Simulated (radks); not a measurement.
The nuclear charge of the oxygen ion O2+ is varied continuously with 6 electrons held in [He] 2s2 2p2. Calculated with a radial shooting solver on a logarithmic mesh with Libxc functionals: scalar-relativistic Kohn-Sham, r2SCAN, spin-polarised, spherical densities, finite nucleus; open shells are filled with parallel spins first; meta-GGA in the generalised Kohn-Sham scheme; Fermi nuclear charge, rms radius 2.6991 fm. By the Hellmann-Feynman theorem dE/dZ = E(electron-nucleus)/Z, the electronic potential at the nucleus (averaged over a nucleus of fixed radius). The scalar-relativistic energy here is not variational (the density holds large components alone), so the two differ by a part that grows with Z.

| Z | E (hartree) | E(electron-nucleus)/Z (hartree) | HOMO | e(HOMO) (eV) | <r> HOMO (bohr) |
|---|---|---|---|---|---|
| 7.5 | -63.28755 | -19.2333 | 2p | -33.265 | 1.100 |
| 8 | -73.28197 | -20.7422 | 2p | -45.759 | 0.9855 |
| 8.5 | -84.03096 | -22.2511 | 2p | -59.989 | 0.8935 |
| 9 | -95.53464 | -23.7603 | 2p | -75.947 | 0.8178 |

The central difference of E at Z = 8 is -20.743 hartree, to compare with the third column; the second derivative is -3.02 hartree.
